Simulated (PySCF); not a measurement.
SnFCl, SMILES [F][Sn][Cl] (connectivity only; charge and spin as stated), neutral, multiplicity 1.

The structure is a stationary point at PBE0-D3(BJ)/def2-TZVP. The def2 effective core potentials stand for the cores of Sn; spin–orbit coupling is left out.

These are B3LYP/def2-TZVPD in PySCF values and carry that method's errors.

Symmetry labels are those of the subgroup Cs that the program uses (full group Cs).

### Question
List the valence orbital energies around the gap with their symmetry. (The exact figures need the calculation; the answer reports its results.)

### Answer

```
orbital  symmetry  energy (eV)
-------  --------  -----------
HOMO−7         A'       -21.81
HOMO−6         A'       -13.73
HOMO−5         A'       -10.95
HOMO−4         A"       -10.78
HOMO−3         A'       -10.60
HOMO−2         A"        -8.97
HOMO−1         A'        -8.82
HOMO           A'        -8.20
LUMO           A"        -3.27
LUMO+1         A'        -1.15
LUMO+2         A'        -0.80
LUMO+3         A'         0.10
```
